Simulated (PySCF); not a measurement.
Computed shifts of a molecule C5H3N3, PBE0/pcSseg-1 (PySCF), GIAO, gas phase, equivalent atoms averaged, in ppm (number of nuclei): ¹⁵N: 351.2 (2), 315.2 (1). ¹³C: 166.4 (2), 154.0 (1), 130.5 (1), 123.4 (1). ¹H: 9.26 (2), 7.56 (1). References: ¹⁵N against NH3 (σ = 267.4 ppm); ¹³C against TMS (σ = 186.3 ppm); ¹H against TMS (σ = 31.56 ppm), references at their B3LYP-D3(BJ)/def2-TZVP geometries, non-relativistic. The structure is a stationary point at B3LYP-D3(BJ)/def2-SVP. One conformer was computed; it need not be the lowest.

Q: Which structure fits?
A. N#Cc1cnccn1
B. N#Cc1ccncn1
C. N#Cc1ncccn1
D. N#Cc1cncnc1

A: C, N#Cc1ncccn1
